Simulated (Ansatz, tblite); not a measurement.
Spin states of FeBr3, formally d⁵, each relaxed with r2SCAN-D4/def2-SVP in Ansatz. Electronic energies in the gas phase.

The 6-31G sets use Cartesian d functions. The xTB rows come from tblite. B3LYP takes the VWN-RPA correlation.

Quartet geometry (C2v within 0.1 Å):

```xyz
4

Fe   -0.1328   -0.0806   -0.0703
Br    1.6154    0.9732    0.8536
Br   -0.0184   -2.2931    0.3415
Br   -1.4641    1.4005   -1.1248
```

Sextet geometry (D3h within 0.1 Å):

```tsv
atom	x (Å)	y (Å)	z (Å)
Fe1	0.004	0.003	0.005
Br2	1.177	-1.939	0.240
Br3	0.728	1.604	-1.449
Br4	-1.909	0.332	1.204
```

Run but left out: HF/6-31G, HF/def2-SVP, HF/def2-TZVP, PBE0-D4/def2-TZVP, PBE-QIDH/def2-TZVP, MP2/def2-SVP, MP2/def2-TZVP, CCSD/def2-SVP, CCSD(T)/def2-SVP (quartet: ⟨S²⟩ 4.07 to 4.75, where a pure state has 3.75).

The doublet was relaxed too but is left out (at the level of its geometry, ⟨S²⟩ 2.36, where a pure state has 0.75); at PBE0-D4/def2-TZVP it lies 1.82 eV above the lowest shown.

```json
{"level": "PBE-D4/def2-TZVP", "sextet − quartet (kcal/mol)": "-12.1", "lowest of these": "sextet", "remarks": "spin-contaminated (⟨S²⟩ 3.93) (quartet)"}
{"level": "revPBE-D4/def2-TZVP", "sextet − quartet (kcal/mol)": "-13.0", "lowest of these": "sextet", "remarks": "spin-contaminated (⟨S²⟩ 3.93) (quartet)"}
{"level": "B3LYP-D4/6-31G", "sextet − quartet (kcal/mol)": "-16.7", "lowest of these": "sextet", "remarks": "spin-contaminated (⟨S²⟩ 4.00) (quartet)"}
```

Problem. Estimate the rows for GFN1-xTB, GFN2-xTB, r2SCAN-D4/def2-TZVP.

Solution. 
```
              level  sextet − quartet (kcal/mol)  lowest of these                                  remarks
           GFN1-xTB                         19.3          quartet                                        –
           GFN2-xTB                         19.8          quartet                                        –
r2SCAN-D4/def2-TZVP                        -17.9           sextet  spin-contaminated (⟨S²⟩ 3.97) (quartet)
```

The xTB methods have no term that favours high spin, so they put low spin too low.

Problem. How do the metal–ligand distances follow the spin state?

Solution. 
```csv
state,donor atoms,mean metal–ligand distance (Å),range (Å),Mulliken spin on the metal (PBE0)
quartet,3,2.249,2.24–2.25,3.22
sextet,3,2.281,2.28–2.28,4.04
```

⟨S²⟩ at PBE0-D4/def2-TZVP: quartet 4.07 (pure 3.75), sextet 8.77 (pure 8.75).
